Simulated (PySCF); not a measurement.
A structure optimised at B3LYP-D3(BJ)/def2-SVP, used in a PySCF frequency run:

```xyz
11

N      2.0135     0.4985     0.3912
Si     0.4065     0.8805    -0.0611
C     -1.0353     0.5119     1.1250
N     -1.5696    -0.4392     0.4338
C     -0.7148    -0.5307    -0.7717
F     -0.1157    -1.7732    -0.8485
H      2.2820    -0.4104     0.7521
H      2.8081     1.0843     0.1653
H      0.4660     2.2212    -0.7150
H     -1.4873     0.8286     2.0774
H     -1.3251    -0.3954    -1.6824
```

Question: Write its SMILES and formula.

Answer: N[Si@@H]1C=N[C@@H]1F, C2H5FN2Si

Question: What are its rotational constants (standard atomic weights)?

Answer: 4.1715, 2.7322, 1.9461 GHz
